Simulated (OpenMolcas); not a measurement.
Computed levels of 4s² 4p² in ions with 32 electrons, in cm-1 above ³P₀.

* Program: OpenMolcas 26.06
* Method: MS-CASPT2, IPEA 0.25 Eh, imaginary shift 0.1 Eh
* Basis: ANO-RCC-VTZP
* Scalar Hamiltonian: DKH2, point nucleus
* Spin-orbit coupling: RASSI with atomic mean-field integrals over the reference wave functions, term energies averaged over their components

Active space for each ion: 4 electrons in 4 orbitals (4s 4p); closed shells correlated by CASPT2: 3d.

```json
{"Level": "³P₁", "Se2+": "1558", "Kr4+": "3350"}
{"Level": "³P₂", "Se2+": "3570", "Kr4+": "6950"}
{"Level": "¹D₂", "Se2+": "12770", "Kr4+": "19220"}
{"Level": "¹S₀", "Se2+": "27220", "Kr4+": "38290"}
```

Problem. Estimate ³P₂, ¹D₂, ¹S₀ for Br3+ from its neighbours Se2+ and Kr4+.

Solution. ³P₂ is fine structure, which grows about as the fourth power of a screened charge, so the fourth roots are averaged: ((3570^0.25 + 6950^0.25) / 2)^4 = 5051. The calculation gives 5170, so the estimate is off by -2.3 %.
¹D₂ is another term, which grows about linearly with the charge: (12770 + 19220) / 2 = 15995. The calculation gives 15920, so the estimate is off by +0.5 %.
¹S₀ is another term, which grows about linearly with the charge: (27220 + 38290) / 2 = 32755. The calculation gives 32700, so the estimate is off by +0.2 %.

CASPT2 does not keep the components of a term degenerate, so their means are used; among the terms shown or strongly mixed into the levels shown the widest spread is 11 cm-1 (4s² 4p² ¹D, Se2+). Over all roots computed the reference weight is 0.86 to 0.98 in Se2+, 0.87 to 0.99 in Br3+, 0.87 to 0.99 in Kr4+; the roots of lowest weight are the least certain, and an intruder state may touch them. Only configurations of the active space appear.
